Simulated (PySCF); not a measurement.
SMILES CSc1cccc(c1)C at its GFN2-xTB optimised geometry (Å):

```
19

C     -3.0227    -1.7910     0.0174
S     -1.2463    -2.1611     0.0080
C     -0.4732    -0.5703     0.0000
C     -1.1642     0.6311    -0.0020
C     -0.4526     1.8193    -0.0033
C      0.9285     1.8182    -0.0017
C      1.6307     0.6159     0.0000
C      3.1289     0.6121    -0.0148
C      0.9189    -0.5703     0.0000
H     -3.5210    -2.7556     0.0259
H     -3.2934    -1.2435    -0.8802
H     -3.2818    -1.2345     0.9132
H     -2.2418     0.6605    -0.0006
H     -0.9917     2.7556    -0.0039
H      1.4698     2.7530    -0.0009
H      3.5181    -0.3654     0.2576
H      3.5210     1.3548     0.6771
H      3.4924     0.8599    -1.0123
H      1.4376    -1.5179     0.0014
```

Calculation: PySCF with PBE0/def2-SVP.

Map of the log10 of the electron density (e/bohr³), floored at −4 on the plane z = 1.5 Å:

```
|0000000000000000000000000000000|
|0000000000000000000000000000000|
|0000000000000000000000000000000|
|0000000000000000000000000000000|
|0000000000000000000000000000000|
|0000000000000000000000000000000|
|0000000000001111112110000000000|
|0000000000023333333321000000000|
|0000000000134455555432111100000|
|0000000000245666666543344320000|
|0000000001345677776654566531000|
|0000000012456777777655678752000|
|0000000023566766667666788753000|
|0000000134567765567766677652000|
|0000001234567765567766666542000|
|0000023444566766667665566531000|
|0000246664456777777654555431000|
|0001468876556776676654444420000|
|0002579997667766666543233210000|
|0002479987778775554432111000000|
|0001467877788875433321000000000|
|0001345666788875321100000000000|
|0000234445678765300000000000000|
|0000123334566653100000000000000|
|0000011112344432000000000000000|
|0000000000122210000000000000000|
|0000000000000000000000000000000|
|0000000000000000000000000000000|
|0000000000000000000000000000000|
|0000000000000000000000000000000|
|0000000000000000000000000000000|
```
Scale: ten equal steps from -4.00 (start of '0') to -1.53 (end of '9'), in the order '0123456789'; x runs from -6.00 to 6.00, y from -6.00 (bottom) to 6.00 (top).
